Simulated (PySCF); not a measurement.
**Electron correlation in Sn⁴⁵⁺ (tin, charge +45)**

[He] 2s2 2p1, 2P determinant. Calculation: PySCF 2.14, in an uncontracted even-tempered set (17 s from 20 bohr⁻², ratio 2.2; 10 p from 26 bohr⁻², ratio 2.2; 5 d from 99 bohr⁻², ratio 2.4; 5 f from 150 bohr⁻², ratio 2.4; 4 g from 220 bohr⁻², ratio 2.4); no relativity, point nucleus. Frozen: nothing; 5 electrons correlated; the 11 highest virtual orbitals of each spin left out.

MP2 pair energies summed by pair of shells (mhartree):

| pair | energy | share (%) |
| --- | --- | --- |
| 2s-2s | -197.36 | 66.2 |
| 1s-1s | -40.11 | 13.5 |
| 2s-2p | -36.70 | 12.3 |
| 1s-2s | -14.26 | 4.8 |
| 1s-2p | -9.74 | 3.3 |

Total MP2 correlation energy: -298.17 mhartree.

At this charge a non-relativistic calculation is a model, useful for the Z dependence of the correlation energy.
